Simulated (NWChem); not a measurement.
System: CClCuO; SMILES [O+]#[C-]->[Cu][Cl]

Excerpt of the output:

```
             Northwest Computational Chemistry Package (NWChem) 7.3.0
             --------------------------------------------------------

                             Geometry "geometry" -> ""
                             -------------------------

 Output coordinates in angstroms (scale by  1.889725989 to convert to a.u.)

  No.       Tag          Charge          X              Y              Z
 ---- ---------------- ---------- -------------- -------------- --------------
    1 Cu                  29.0000    -0.00000100     0.00060000     0.00000000
    2 Cl                  17.0000     0.00001600    -2.08506700     0.00000000
    3 O                    8.0000     0.00003100     2.94286400     0.00000000
    4 C                    6.0000     0.00001300     1.81308000     0.00000000

 Effective nuclear repulsion energy (a.u.)     268.2549235498

                              NWChem Property Module
                              ----------------------

  itol2e modified to match energy
  convergence criterion.

                                 NWChem DFT Module
                                 -----------------

 Summary of "ao basis" -> "ao basis" (spherical)
 ------------------------------------------------------------------------------
       Tag                 Description            Shells   Functions and Types
 ---------------- ------------------------------  ------  ---------------------
 Cu                         pcsseg-1                15       45   5s6p3d1f
 Cl                         pcsseg-1                10       24   4s5p1d
 O                          pcsseg-1                 7       17   3s3p1d
 C                          pcsseg-1                 7       17   3s3p1d

  itol2e modified to match energy
  convergence criterion.

            General Information
            -------------------
          SCF calculation type: DFT
          Wavefunction type:  closed shell.
          No. of atoms     :     4
          No. of electrons :    60
           Alpha electrons :    30
            Beta electrons :    30
          Charge           :     0
          Spin multiplicity:     1
          Use of symmetry is: off; symmetry adaption is: off
          Maximum number of iterations: 150
          AO basis - number of functions:   103
                     number of shells:    39
          Convergence on energy requested:  1.00D-07
          Convergence on density requested:  1.00D-05
          Convergence on gradient requested:  5.00D-04

              XC Information
              --------------
                         PBE0 Method XC Functional
                     Hartree-Fock (Exact) Exchange  0.250
          PerdewBurkeErnzerhof Exchange Functional  0.750
            Perdew 1991 LDA Correlation Functional  1.000 local
           PerdewBurkeErnz. Correlation Functional  1.000 non-local

             Grid Information
             ----------------
          Grid used for XC integration:  fine
          Radial quadrature: Mura-Knowles
          Angular quadrature: Lebedev.
          Tag              B.-S. Rad. Rad. Pts. Rad. Cut. Ang. Pts.
          ---              ---------- --------- --------- ---------
          Cu                  1.35      140           8.0       974
          Cl                  1.00      123          11.0       770
          O                   0.60       70          12.0       590
          C                   0.70       70          11.0       590
          Grid pruning is: on
          Number of quadrature shells:   403
          Spatial weights used:  Erf1

      Superposition of Atomic Density Guess
      -------------------------------------

 Sum of atomic energies:       -2210.56813687

      Non-variational initial energy
      ------------------------------

 Total energy =   -2211.224755
 1-e energy   =   -3605.936555
 2-e energy   =    1126.456876
 HOMO         =      -0.452860
 LUMO         =      -0.027978

   convergence    iter        energy       DeltaE   RMS-Dens  Diis-err
 ---------------- ----- ----------------- --------- --------- ---------
 d= 0,ls=0.0,diis     1  -2213.1545628950 -2.48D+03  3.24D-02  3.42D+00
 d= 0,ls=0.0,diis     2  -2204.4415522485  8.71D+00  3.00D-02  1.33D+02
 d= 0,ls=0.0,diis     3  -2213.2306097373 -8.79D+00  7.09D-03  1.79D+00
 d= 0,ls=0.0,diis     4  -2213.3288410214 -9.82D-02  2.22D-03  1.00D+00
 d= 0,ls=0.0,diis     5  -2213.3985054887 -6.97D-02  1.17D-03  9.05D-02
  Resetting Diis
 d= 0,ls=0.0,diis     6  -2213.4038275468 -5.32D-03  7.22D-04  7.40D-03
 d= 0,ls=0.0,diis     7  -2213.4044521558 -6.25D-04  5.87D-04  1.39D-03
 d= 0,ls=0.0,diis     8  -2213.4038263447  6.26D-04  3.27D-04  1.36D-02
 d= 0,ls=0.0,diis     9  -2213.4045624208 -7.36D-04  1.15D-04  4.37D-04
 d= 0,ls=0.0,diis    10  -2213.4045985792 -3.62D-05  1.33D-05  2.24D-05
 d= 0,ls=0.0,diis    11  -2213.4045998221 -1.24D-06  6.35D-06  2.25D-06
 d= 0,ls=0.0,diis    12  -2213.4045999941 -1.72D-07  1.12D-06  6.22D-08
 d= 0,ls=0.0,diis    13  -2213.4045999989 -4.74D-09  3.29D-07  1.46D-09

         Total DFT energy =    -2213.404599998885
      One electron energy =    -3610.809569586118
           Coulomb energy =     1238.002769941935
    Exchange-Corr. energy =     -108.852723904471
 Nuclear repulsion energy =      268.254923549768

 Numeric. integr. density =       60.000000048859

                       DFT Final Molecular Orbital Analysis
                       ------------------------------------

 Vector   28  Occ=2.000000D+00  E=-3.081071D-01
              MO Center=  8.0D-06, -9.1D-01,  3.4D-09, r^2= 2.2D+00
   Bfn.  Coefficient  Atom+Function         Bfn.  Coefficient  Atom+Function
  ----- ------------  ---------------      ----- ------------  ---------------
    60      0.361360  2 Cl py                28      0.340379  1 Cu d  2
    63      0.294229  2 Cl py                 4      0.269820  1 Cu s
     3     -0.264551  1 Cu s                 33      0.210626  1 Cu d  2
    26      0.196518  1 Cu d  0               5      0.149288  1 Cu s
    31      0.121605  1 Cu d  0              38      0.116204  1 Cu d  2

 Vector   29  Occ=2.000000D+00  E=-2.827803D-01
              MO Center=  1.3D-05, -1.7D+00,  9.5D-07, r^2= 2.0D+00
   Bfn.  Coefficient  Atom+Function         Bfn.  Coefficient  Atom+Function
  ----- ------------  ---------------      ----- ------------  ---------------
    61     -0.385974  2 Cl pz                59      0.353475  2 Cl px
    64     -0.351672  2 Cl pz                62      0.322062  2 Cl px
    25     -0.150907  1 Cu d -1              24      0.138201  1 Cu d -2
    55      0.103185  2 Cl pz                52      0.102548  2 Cl pz
    53     -0.094497  2 Cl px                30     -0.093835  1 Cu d -1

 Vector   30  Occ=2.000000D+00  E=-2.827803D-01
              MO Center=  1.3D-05, -1.7D+00, -9.6D-07, r^2= 2.0D+00
   Bfn.  Coefficient  Atom+Function         Bfn.  Coefficient  Atom+Function
  ----- ------------  ---------------      ----- ------------  ---------------
    59      0.385974  2 Cl px                61      0.353475  2 Cl pz
    62      0.351672  2 Cl px                64      0.322062  2 Cl pz
    24      0.150907  1 Cu d -2              25      0.138201  1 Cu d -1
    53     -0.103185  2 Cl px                50     -0.102548  2 Cl px
    55     -0.094497  2 Cl pz                29      0.093835  1 Cu d -2

 Vector   31  Occ=0.000000D+00  E=-9.345427D-02
              MO Center=  1.3D-05,  1.7D+00,  7.9D-07, r^2= 2.2D+00
   Bfn.  Coefficient  Atom+Function         Bfn.  Coefficient  Atom+Function
  ----- ------------  ---------------      ----- ------------  ---------------
    98     -0.395117  4 C  pz                96      0.376746  4 C  px
    81      0.301780  3 O  pz                95     -0.291941  4 C  pz
    79     -0.287749  3 O  px                93      0.278367  4 C  px
    78      0.206441  3 O  pz                76     -0.196843  3 O  px
    23     -0.139923  1 Cu pz                25      0.138743  1 Cu d -1

 Vector   32  Occ=0.000000D+00  E=-9.345427D-02
              MO Center=  1.3D-05,  1.7D+00, -7.9D-07, r^2= 2.2D+00
   Bfn.  Coefficient  Atom+Function         Bfn.  Coefficient  Atom+Function
  ----- ------------  ---------------      ----- ------------  ---------------
    96      0.395117  4 C  px                98      0.376746  4 C  pz
    79     -0.301780  3 O  px                93      0.291941  4 C  px
    81     -0.287749  3 O  pz                95      0.278367  4 C  pz
    76     -0.206441  3 O  px                78     -0.196843  3 O  pz
    21      0.139923  1 Cu px                24     -0.138743  1 Cu d -2

 Vector   33  Occ=0.000000D+00  E= 1.461617D-02
              MO Center= -1.5D-05, -2.1D-01,  4.0D-09, r^2= 5.3D+00
   Bfn.  Coefficient  Atom+Function         Bfn.  Coefficient  Atom+Function
  ----- ------------  ---------------      ----- ------------  ---------------
     5      1.374335  1 Cu s                 89     -0.683336  4 C  s
    49     -0.405670  2 Cl s                 63     -0.332738  2 Cl py
     3     -0.198409  1 Cu s                 28     -0.195627  1 Cu d  2
    60     -0.183206  2 Cl py                88     -0.182773  4 C  s
    48     -0.161817  2 Cl s                 72      0.123695  3 O  s

     Multipole analysis of the density
     ---------------------------------

     L   x y z        total         alpha         beta         nuclear
     -   - - -        -----         -----         ----         -------
     0   0 0 0     -0.000000    -30.000000    -30.000000     60.000000

     1   1 0 0     -0.000016     -0.000545     -0.000545      0.001075
     1   0 1 0      1.976718      1.940164      1.940164     -1.903610
     1   0 0 1      0.000000      0.000000      0.000000      0.000000

     2   2 0 0    -26.293096    -13.146548    -13.146548      0.000000
     2   1 1 0      0.000032     -0.000527     -0.000527      0.001086
     2   1 0 1     -0.000000     -0.000000     -0.000000      0.000000
     2   0 2 0    -32.416724   -307.097847   -307.097847    581.778970
     2   0 1 1     -0.000000     -0.000000     -0.000000      0.000000
     2   0 0 2    -26.293096    -13.146548    -13.146548      0.000000

          -----------------------
          Electric field gradient
          -----------------------

 1 a.u. = 0.324123 10**(16) esu/cm**3  ( or statvolts/cm**2 ) = 0.97174 10**(22) v/m**2

 ------------------------------------------------------------
   Atom      X         Y         Z
 ------------------------------------------------------------
    1 Cu  -0.00000   0.00113   0.00000
 ------------------------------------------------------------

 Electric field gradient in molecular frame (a.u.)
         XX             YY             ZZ             XY             XZ             YZ
 ------------------------------------------------------------------------------------------
       -0.370852       0.741703      -0.370852      -0.000013       0.000000       0.000000

 Principal components (a.u.) and orientation
 of principal axis w.r.t. absolute frame                      Asymmetry parameter eta
 --------------------------------------------------------------------------------------
        0.741703      -0.370852      -0.370852                       0.000000

       -0.000012       0.922415       0.386201
        1.000000       0.000011       0.000005
        0.000000      -0.386201       0.922415

 ------------------------------------------------------------
   Atom      X         Y         Z
 ------------------------------------------------------------
    2 Cl   0.00003  -3.94021   0.00000
 ------------------------------------------------------------

[...]

          -----------------------------------------
          Chemical Shielding Tensors (GIAO, in ppm)
          -----------------------------------------

                                NWChem CPHF Module
                                ------------------

  scftype          =     RHF
  nclosed          =       30
  nopen            =        0
  variables        =     2190
  # of vectors     =        3
  tolerance        = 0.10D-03
  level shift      = 0.00D+00
  max iterations   =       50
  max subspace     =       30

 SCF residual:    1.1525916127967925E-005

Iterative solution of linear equations
  No. of variables     2190
  No. of equations        3
  Maximum subspace       30
        Iterations       50
       Convergence  1.0D-04

   iter   nsub   residual    time
   ----  ------  --------  ---------
     1      3    5.30D-01      37.9
     2      6    2.58D-02      43.5
     3      9    3.50D-03      49.1
     4     12    4.71D-04      55.0
     5     15    3.05D-05      60.6

      Atom:    1  Cu
        Diamagnetic
   2399.9143      0.0000     -0.0000
      0.0000   2416.1370      0.0000
     -0.0000      0.0000   2399.9143

        Paramagnetic
  -2360.9910      0.0082      0.0000
      0.0082     -0.0000      0.0000
      0.0000      0.0000  -2360.9842

        Total Shielding Tensor
     38.9233      0.0083      0.0000
      0.0083   2416.1370      0.0000
      0.0000      0.0000     38.9301

           isotropic =     831.3301
          anisotropy =    2377.2102

          Principal Components and Axis System
                 1           2           3
             2416.1370     38.9301     38.9233

      1         0.0000      0.0000      1.0000
      2         1.0000     -0.0000     -0.0000
      3         0.0000      1.0000     -0.0000

      Atom:    2  Cl
        Diamagnetic
   1144.0101     -0.0001      0.0000
     -0.0001   1155.5178     -0.0000
      0.0000     -0.0000   1144.0101

        Paramagnetic
   -182.9129      0.0010     -0.0000
      0.0010     -0.0000     -0.0000
     -0.0000     -0.0000   -182.8977

        Total Shielding Tensor
    961.0972      0.0009     -0.0000
      0.0009   1155.5178     -0.0000
     -0.0000     -0.0000    961.1124

           isotropic =    1025.9091
          anisotropy =     194.4130

          Principal Components and Axis System
                 1           2           3
             1155.5178    961.1124    961.0972

      1         0.0000     -0.0006      1.0000
      2         1.0000      0.0000     -0.0000
      3        -0.0000      1.0000      0.0006

      Atom:    3  O
        Diamagnetic
    393.2749      0.0003     -0.0000
      0.0003    413.1958      0.0000
     -0.0000      0.0000    393.2749

        Paramagnetic
   -654.4209      0.0082     -0.0000
      0.0082     -0.0000      0.0000
     -0.0000      0.0000   -654.4178

        Total Shielding Tensor
   -261.1460      0.0085     -0.0000
      0.0085    413.1958      0.0000
     -0.0000      0.0000   -261.1428

           isotropic =     -36.3643
          anisotropy =     674.3402

          Principal Components and Axis System
                 1           2           3
              413.1958   -261.1460   -261.1428

      1         0.0000      1.0000     -0.0017
      2         1.0000     -0.0000      0.0000
      3         0.0000      0.0017      1.0000

      Atom:    4  C
        Diamagnetic
    241.8909      0.0005      0.0000
      0.0005    285.0721      0.0000
      0.0000      0.0000    241.8909

        Paramagnetic
   -365.0462      0.0051      0.0000
      0.0051     -0.0000      0.0000
      0.0000      0.0000   -365.0487

        Total Shielding Tensor
   -123.1554      0.0056      0.0000
      0.0056    285.0721      0.0000
      0.0000      0.0000   -123.1578

           isotropic =      12.9196
          anisotropy =     408.2287

          Principal Components and Axis System
                 1           2           3
              285.0721   -123.1578   -123.1554

      1         0.0000     -0.0003      1.0000
      2         1.0000      0.0000     -0.0000
      3         0.0000      1.0000      0.0003
```

Level: PBE0/pcSseg-1, GIAO. Structure relaxed at the PBE0/def2-SVP level. NWChem prints the field gradient with the sign opposite to the second derivative of the potential. The printed shielding anisotropy is the first printed principal value minus the mean of the other two.

Task: Reconstruct the input file.

Result: This is not unique; one that fits is the input that was run:
```
start job
memory heap 200 mb stack 900 mb global 1100 mb
geometry units angstroms noautosym nocenter noautoz
  Cu    -0.000001     0.000600     0.000000
  Cl     0.000016    -2.085067     0.000000
  O      0.000031     2.942864     0.000000
  C      0.000013     1.813080     0.000000
end
basis spherical
  * library pcsseg-1
end
dft
  xc pbe0
  iterations 150
end
property
  shielding
  efieldgrad
end
task dft property
```
